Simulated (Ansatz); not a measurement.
Z-matrix (Å, degrees):
```
C
C 1 1.522
H 1 1.097 2 110.9
H 1 1.095 2 112.7 3 -119.8
H 1 1.094 2 111.1 3 119.3
C 2 1.522 1 111.8 3 -57.9
Sn 2 2.206 1 110.7 3 178.1
H 2 1.098 1 109.3 3 63.2
H 6 1.097 2 110.9 1 58.0
H 6 1.094 2 111.1 1 -61.3
H 6 1.095 2 112.7 1 177.8
Cl 7 2.384 2 94.4 1 62.2
```

Total charge 0; spin multiplicity 1. Sn: def2 effective core potential.

(1) List the PBE0/def2-TZVPP orbital energies in eV (Ansatz 0.2.0). (Estimate.)

Results:

(1) The calculation gave: Occupied: -2766.56, -278.18, -277.97, -277.97, -258.38, -196.63, -196.56, -196.53, -140.30, -95.11, -94.89, -94.68, -28.83, -28.74, -28.56, -28.47, -28.37, -22.09, -21.65, -19.26, -16.20, -13.31, -12.66, -11.49, -11.40, -10.83, -9.75, -9.67, -8.76, -8.67, -8.63, -6.25. Lowest empty: -2.72, -0.52, 0.65, 1.37, 2.24, 2.38, 2.79, 2.96.
